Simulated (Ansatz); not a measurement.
`BOBF` + `[NH2][AlH2]` → `B[NH][AlH2]` + `OBF` at 500 K and 1 bar (ligand exchange at a B–O bond).

Isolated molecules relaxed with PBE0-D4/def2-TZVP in Ansatz; ΔE leaves out vibrations. CCSD(T)/CBS is the MP2 limit (def2-TZVPP, def2-QZVPP) plus CCSD(T) − MP2 in def2-TZVPP, frozen cores. This one scheme is used for every species. One conformer a species, not always the lowest.

| species | CCSD(T)/CBS energy (Eh) | H − E (kJ/mol) | S (J/(mol·K)) |
| --- | --- | --- | --- |
| `BOBF` | -226.48924 | 141.2 | 332.3 |
| `[NH2][AlH2]` | -299.14566 | 129.9 | 289.4 |
| `B[NH][AlH2]` | -324.56557 | 170.1 | 337.5 |
| `OBF` | -201.07426 | 102.6 | 282.2 |

H − E and S are ideal-gas, rigid-rotor, harmonic terms from PBE0-D4/def2-TZVP, for one conformer and one mirror image of each species. 1 Eh = 2625.50 kJ/mol, R = 8.31446 J/(mol·K).

Q: By hand: ΔE, ΔH, ΔS and ΔG.

A: ΔE = (-324.56557) + (-201.07426) − (-226.48924) − (-299.14566) = -0.00493 Eh = -12.9 kJ/mol. Δ(H − E) = 170.1 + 102.6 − 141.2 − 129.9 = 1.6, so ΔH = -11.3 kJ/mol. ΔS = 337.5 + 282.2 − 332.3 − 289.4 = -2.0 J/(mol·K). ΔG = -11.3 − 500 × (-2.0)/1000 = -10.3 kJ/mol.

Q: By hand: the equilibrium constant, and the temperature at which ΔG would vanish if ΔH and ΔS stayed fixed.

A: log₁₀ K = −ΔG/(RT ln 10) = 1.1. ΔG = 0 at ΔH/ΔS = 5650 K, far beyond where these terms or the molecules hold.

The number of gas molecules stays the same, so ΔS is small and ΔH decides. A doubt of 5 kJ/mol in ΔE shifts log₁₀ K by 0.5 here. Other conformers and mirror images would add mixing entropy, several J/(mol·K) or more a flexible species. These are equilibria of isolated gas molecules and say nothing of rates. Largest T1 diagnostic: 0.013 (customary marks: 0.02 for closed shells, 0.045 for open ones).
